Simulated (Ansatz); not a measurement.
Start from `[SiH3]BOCS` and change one atom or group to get `[SiH3]OCS`.

Ansatz, PBE0-D4/def2-TZVP geometries, multiplicity 1. Each molecule was computed in one conformer, which needn't be the lowest.

```
                                        property  `[SiH3]BOCS`
              LUMO energy (PBE0/def2-TZVPP) / eV         -1.22
             HOMO–LUMO gap (PBE/def2-TZVPP) / eV          4.05
             HOMO energy (B3LYP/def2-TZVPP) / eV         -7.22
size of the dipole moment (B3LYP/def2-TZVPP) / D          1.80
             LUMO energy (B3LYP/def2-TZVPP) / eV         -1.41
            HOMO–LUMO gap (PBE0/def2-TZVPP) / eV          6.23
```

(1) What does the change do to each property? (Best estimate.)

Answers

(1) Ansatz gave: 
| property | `[SiH3]OCS` | shift |
| --- | --- | --- |
| LUMO energy (PBE0/def2-TZVPP) / eV | 0.03 | 1.25 |
| HOMO–LUMO gap (PBE/def2-TZVPP) / eV | 5.15 | 1.10 |
| HOMO energy (B3LYP/def2-TZVPP) / eV | -6.98 | 0.24 |
| size of the dipole moment (B3LYP/def2-TZVPP) / D | 1.52 | -0.28 |
| LUMO energy (B3LYP/def2-TZVPP) / eV | -0.20 | 1.21 |
| HOMO–LUMO gap (PBE0/def2-TZVPP) / eV | 7.26 | 1.03 |

With PBE0 the HOMO rises by 0.23 eV and the LUMO rises by 1.25 eV, so the gap widens by about 1.02 eV. PBE moves the HOMO by 0.24 eV and ωB97M-V by 0.21 eV. Dipoles are sizes alone; their direction can turn.

B3LYP here is the variant with VWN-RPA as its local correlation; programs differ in this.
